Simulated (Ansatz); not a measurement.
Mulliken charges of FGeH5OSi, SMILES `F[SiH2][O][GeH3]` from ωB97M-V/def2-TZVPP in Ansatz (PBE0-D4/def2-TZVP geometry).

```csv
atom,x (Å),y (Å),z (Å),charge (e)
F1,-2.031,0.950,0.788,-0.321
Si2,-0.669,1.388,0.076,0.600
O3,0.001,0.128,-0.678,-0.482
Ge4,0.750,-1.416,-0.192,0.262
H5,-1.003,2.415,-0.932,-0.050
H6,0.212,1.901,1.153,-0.063
H7,1.349,-1.233,1.212,0.021
H8,1.830,-1.695,-1.242,0.016
H9,-0.350,-2.484,-0.201,0.017
```

Problem. By hand: the dipole of these point charges (1 e Å = 4.8032 D).

Solution. Σ q r = (0.535, -0.241, 0.045) e Å, of length 0.588 e Å = 2.82 D.

Problem. How does the dipole of the full density compare? (Best estimate.)

Solution. The calculation gave: (0.342, -0.219, -0.011) e Å, 1.95 D; the point charges give 1.45 times that, at 10° from its direction.

Point charges leave out the atoms' own dipoles, such as those of lone pairs, and Mulliken's split depends on the basis, so the two needn't agree.
